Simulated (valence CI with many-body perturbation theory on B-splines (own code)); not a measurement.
I²⁰⁺: calculated level list

Method: configuration interaction combined with many-body perturbation theory (CI+MBPT): five valence electrons over a frozen Dirac-Fock core [Ar] 3d10, a basis of 11 s, 11 p, 10 d, 8 f, 5 g, 2 h functions for each j, with the one-electron correlation potential Σ1 (screened to all orders), the two-electron term Σ2, the three-electron term Σ3, Breit, model QED; selected single and double excitations, second order for the rest, scaled by the run's own slope (own B-spline code, finite nucleus).

No measured spectrum was set against this ion. As an estimate, levels hold to about 250 cm⁻¹ or 0.2 % of their energy and the worst to 1 %, as in measured heavy ions of charge 2 to 7; those with d or f electrons hold less well. Among the levels kept, up to 2100 cm⁻¹ of a level comes from second order outside the variational space, and about a tenth of that is noise between levels of different J, which matters for small intervals.

Levels 136 to 168 of 168, with energies above the lowest level, 4s2.4p3 4S°_3/2. "Leading %" is the weight of the configuration and term that name the level; weights of strongly mixed levels are sums over their largest components and can fall short. Lifetimes count E1, E2, E3, M1 and M2 decay at the calculated energies, and are blank where another channel may lead or the interval is too uncertain; long ones can be off by a factor of two.

| No. | Configuration | Term | J | E (cm⁻¹) | Leading % | Second component | Lifetime |
| --- | --- | --- | --- | --- | --- | --- | --- |
| 136 | 4s2.4p2.4f | 4G° | 7/2 | 1568300 | 28 | 13 % 4s2.4p2.4f 4D° | 3.69 ps |
| 137 | 4s2.4p2.4f | 4F° | 5/2 | 1573100 | 32 | 30 % 4s2.4p2.4f 2F° | 4.21 ps |
| 138 | 4s2.4p2.4f | 2G° | 9/2 | 1573800 | 46 | 32 % 4s2.4p2.4f 4F° | 5.11 ps |
| 139 | 4s2.4p.4d2 | 4F° | 5/2 | 1582500 | 37 | 23 % 4s2.4p2.4f 4D° | 2.93 ps |
| 140 | 4s2.4p2.4f | 4D° | 1/2 | 1582800 | 46 | 26 % 4s2.4p.4d2 4D° | 4.47 ps |
| 141 | 4s2.4p.4d2 | 4F° | 7/2 | 1583400 | 25 | 19 % 4s2.4p2.4f 2F° | 3.32 ps |
| 142 | 4s2.4p2.4f | 4D° | 3/2 | 1585700 | 29 | 13 % 4s2.4p.4d2 4F° | 3.71 ps |
| 143 | 4s2.4p.4d2 | 4G° | 11/2 | 1586400 | 55 | 24 % 4s2.4p2.4f 2H° | 18.4 ps |
| 144 | 4s2.4p2.4f | 2D° | 5/2 | 1598300 | 29 | 21 % 4s.4p3.4d 2D° | 2.53 ps |
| 145 | 4s.4p3.4d | 2D° | 3/2 | 1599500 | 27 | 27 % 4s2.4p2.4f 4F° | 2.57 ps |
| 146 | 4s2.4p2.4f | 2D° | 5/2 | 1603100 | 15 | 15 % 4s2.4p.4d2 4D° | 8.54 ps |
| 147 | 4s2.4p2.4f | 2G° | 9/2 | 1607300 | 40 | 27 % 4s2.4p.4d2 2H° | 5.60 ps |
| 148 | 4s2.4p.4d2 | 2F° | 7/2 | 1614300 | 35 | 20 % 4s2.4p.4d2 4F° | 3.26 ps |
| 149 | 4s2.4p.4d2 | 2P° | 1/2 | 1615300 | 75 | 6 % 4s2.4p.4d2 4D° | 3.90 ps |
| 150 | 4s2.4p.4d2 | 4F° | 9/2 | 1617900 | 35 | 24 % 4s2.4p.4d2 4G° | 2.69 ps |
| 151 | 4s2.4p2.4f | 2F° | 5/2 | 1619700 | 24 | 21 % 4s2.4p.4d2 4D° | 5.45 ps |
| 152 | 4s2.4p.4d2 | 4D° | 7/2 | 1626400 | 54 | 6 % 4s2.4p.4d2 2G° | 3.87 ps |
| 153 | 4s2.4p.4d2 | 2P° | 3/2 | 1633500 | 34 | 13 % 4s2.4p.4d2 2D° | 2.35 ps |
| 154 | 4s2.4p.4d2 | 2G° | 7/2 | 1635200 | 25 | 12 % 4s2.4p2.4f 2F° | 3.56 ps |
| 155 | 4s2.4p.4d2 | 4P° | 5/2 | 1636000 | 41 | 13 % 4s2.4p2.4f 2F° | 5.04 ps |
| 156 | 4s2.4p2.4f | 4G° | 11/2 | 1640200 | 47 | 39 % 4s2.4p.4d2 2H° | 3.44 ps |
| 157 | 4s2.4p.4d2 | 2S° | 1/2 | 1644300 | 52 | 23 % 4s2.4p.4d2 4P° | 2.52 ps |
| 158 | 4s2.4p2.4f | 2H° | 9/2 | 1650200 | 32 | 26 % 4s2.4p.4d2 2G° | 3.13 ps |
| 159 | 4s2.4p2.4f | 2P° | 3/2 | 1654300 | 32 | 14 % 4s2.4p2.4f 2D° | 2.78 ps |
| 160 | 4s2.4p.4d2 | 2F° | 5/2 | 1655400 | 18 | 17 % 4s2.4p2.4f 4F° | 3.08 ps |
| 161 | 4s2.4p.4d2 | 4D° | 7/2 | 1657700 | 60 | 14 % 4s2.4p.4d2 4F° | 2.03 ps |
| 162 | 4s2.4p.4d2 | 2F° | 7/2 | 1662100 | 30 | 27 % 4s2.4p2.4f 2G° | 6.16 ps |
| 163 | 4s2.4p.4d2 | 4D° | 5/2 | 1662800 | 24 | 12 % 4s2.4p.4d2 4F° | 1.73 ps |
| 164 | 4s2.4p.4d2 | 4D° | 1/2 | 1665800 | 42 | 36 % 4s2.4p2.4f 2P° | 2.14 ps |
| 165 | 4s2.4p2.4f | 2D° | 3/2 | 1668300 | 28 | 25 % 4s2.4p.4d2 4D° | 1.83 ps |
| 166 | 4s2.4p.4d2 | 4S° | 3/2 | 1674200 | 50 | 14 % 4s2.4p.4d2 4P° | 1.79 ps |
| 167 | 4s2.4p2.4f | 4F° | 7/2 | 1679100 | 22 | 19 % 4s2.4p.4d2 2F° | 3.19 ps |
| 168 | 4s2.4p2.4f | 4F° | 9/2 | 1682700 | 32 | 21 % 4s2.4p2.4f 2G° | 3.98 ps |

Names give the largest LS component (configuration and term), which can be under half, so a name can repeat, a term be missing and a line seem to break the LS rules; names also repeat where a configuration has a term twice.

Where two levels of one J and parity lie close, their mixing, g and order are uncertain.
